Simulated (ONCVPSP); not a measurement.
## What one change does to a pseudopotential (rubidium, ONCV)

- Element: rubidium (Rb)
- Generator: ONCVPSP 4.0.1
- Type: optimised norm-conserving Vanderbilt (ONCV)
- Functional: LDA (Perdew-Wang 92)
- Relativity: scalar-relativistic
- Frozen core: [Ar] 3d10
- Valence charge: 9
- Reference configuration: 4s2 4p6 5s1
- Partial waves: 4s+5s: rc 2.35 bohr, ncon 4, nbas 9, qcut 5.2 1/bohr, 2 projectors; 4p: rc 2.35 bohr, ncon 4, nbas 8, qcut 7.2 1/bohr, 2 projectors, debl 2.2 Ha; d scattering state at 0.19 Ha: rc 2.15 bohr, ncon 4, nbas 9, qcut 4.3 1/bohr, 2 projectors, debl 0.8 Ha
- Local potential: polynomial inside 1.95 bohr (lpopt 5, dvloc0 4 Ha)
- Core correction: none

Change: p: nproj 1.

Cutoffs: the cutoffs (Ha) at which the residual kinetic energy of the hardest occupied pseudo-wave falls to 1 and 0.1 mHa per electron; they do not see the model core or the augmentation charge, which bear on the density cutoff. Errors are all-electron minus pseudo energies relative to the spin-unpolarised reference configuration.

Task: How do hardness, ghosts and transferability respond?

Result: The potential gets neither clearly harder nor softer (8.3 Ha and 13 Ha → 8.3 Ha and 13 Ha); of the 4 tests that both files solve, the error grows in 1 and shrinks in 0 by more than 15 % and 0.3 meV (median size 0.1 → 1.3 meV); the range in which the p phases agree narrows (upper end at the end of the scan → 1.0); neither file shows a bound ghost.

```tsv
quantity	base	changed
cutoff, loose	8.3 Ha	8.3 Ha
cutoff, tight	13 Ha	13 Ha
bound ghosts	none	none
GHOST(+) flags under 300 eV	none	none
error for 4s2 4p6 5s0, meV [ΔE 4.27 eV]	-0.2	-0.2
error for 4s2 4p6 5s0.5, meV [ΔE 1.66 eV]	-0.1	-0.1
error for 4s2 4p6 5s0 5p1, meV [ΔE 1.62 eV]	+0.1	-2.5
error for 4s1 4p6 5s1, meV [ΔE 37.84 eV]	-102	-110
s: phases at 2.39 bohr within 0.05 rad from the reference energy up to (Ha; the scan ends near 5)	4.4	4.4
p: phases at 2.39 bohr within 0.05 rad from the reference energy up to (Ha; the scan ends near 5)	to the end of the scan	1.0
d: phases at 2.19 bohr within 0.05 rad from the reference energy up to (Ha; the scan ends near 5)	to the end of the scan	to the end of the scan
```
